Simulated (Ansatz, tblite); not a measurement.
Cost and result up the ladder for In(H2S)F3 (InH₂SF₃) (7 atoms). Total charge 0; singlet. Geometry: PBE-D4/def2-SVP.

```xyz
7

In    0.1897   -0.8074    0.6547
S    -1.0182    0.8487   -1.1536
H    -0.4148    1.5961   -0.1505
H     0.1384    0.7946   -1.8779
F    -1.0988   -1.9730    1.5708
F     0.5466    1.0099    1.4407
F     1.6571   -1.4689   -0.4842
```

Ansatz on 4 threads of Arm Neoverse V2 on a shared host; xTB runs through tblite on one thread. Times are rough, summed over both states, and most runs start from the orbitals of an earlier one. PBE0-D4/def2-TZVP serves as the yardstick here, not as an exact answer. The other state is a doublet.

In the def2 sets In takes a core potential; there is no spin–orbit coupling. The xTB rows come from tblite.

Raw xTB energies of ions are shifted by several eV.

```json
{"level": "GFN2-xTB", "functions": "32", "wall time": "0.009 s", "vertical IE (eV)": "16.05", "difference from PBE0-D4/def2-TZVP (eV)": "4.17"}
{"level": "GFN1-xTB", "functions": "34", "wall time": "0.014 s", "vertical IE (eV)": "16.00", "difference from PBE0-D4/def2-TZVP (eV)": "4.12"}
{"level": "PBE0-D4/def2-TZVP", "functions": "192", "wall time": "7.5 s", "vertical IE (eV)": "11.88", "difference from PBE0-D4/def2-TZVP (eV)": "0.00"}
{"level": "PBE-D4/def2-TZVP", "functions": "192", "wall time": "8.4 s", "vertical IE (eV)": "11.22", "difference from PBE0-D4/def2-TZVP (eV)": "-0.66"}
{"level": "r2SCAN-D4/def2-TZVP (with forces)", "functions": "192", "wall time": "18 s", "vertical IE (eV)": "11.49", "difference from PBE0-D4/def2-TZVP (eV)": "-0.39"}
```
